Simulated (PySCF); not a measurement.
C2H6SZn, singlet, geometry from GFN2-xTB (such geometries of metal compounds can be far from the true shape).

Here is a job for PySCF.
```python
from pyscf import gto, scf, dft

mol = gto.M(
    atom='''
Zn   -0.47254540   -0.20297730    0.21047571
C     0.16681287   -1.78380285   -0.91869404
C     1.44385456   -1.32284317   -1.60825984
H    -0.57464988   -2.07455310   -1.65868596
H     0.37085805   -2.65038619   -0.29411211
H     2.20705661   -1.03520433   -0.88501924
H     1.25765776   -0.47537487   -2.26770109
H     1.85194621   -2.13258131   -2.21601013
S     0.02705162    1.93318515    0.90696721
H    -1.03333708    2.16633270    1.65750489
''',
    basis='6-31g',
    verbose=4,
)

mf = dft.RKS(mol)
mf.xc = 'tpss'
mf.kernel()
mf.analyze()
```

Question: What does this run give for the dipole moment, HOMO-LUMO gap, number of basis functions, total energy, nuclear repulsion energy?

Answer: 
```json
{
 "dipole_moment": "3.08 D",
 "HOMO-LUMO gap": "3.75 eV",
 "number_of_basis_functions": "70",
 "total_energy": "-2257.0780 Eh",
 "nuclear_repulsion_energy": "300.4367 Eh"
}
```

Question: Roughly what does it cost on one core?

Answer: very roughly 16 core-seconds.
